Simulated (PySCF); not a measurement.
C₃H₃BFNO, SMILES C1=COB(F)N=C1.

Geometry optimised at B3LYP-D3(BJ)/def2-SVP. The structure was generated by enumeration, and PubChem lists no compound with its InChIKey, so it may never have been made.

All values below come from PBE/def2-TZVP (PySCF).

Gas-phase values at a fixed geometry.

Computed frontier levels, gap, dipole moment and polarisability:
```json
{
  "highest_occupied_level": "-5.98 eV",
  "lowest_empty_level": "-2.87 eV",
  "orbital_gap": "3.11 eV",
  "dipole_moment": "3.94 D",
  "quadrupole, principal values (traceless, Buckingham form, about the centre of nuclear charge)": "-1.15, -0.12, 1.26 D·Å",
  "mean_static_polarisability": "55.7 bohr³ (8.25 Å³)",
  "polarisability_principal_values": "33.6, 63.5, 69.8 bohr³"
}
```
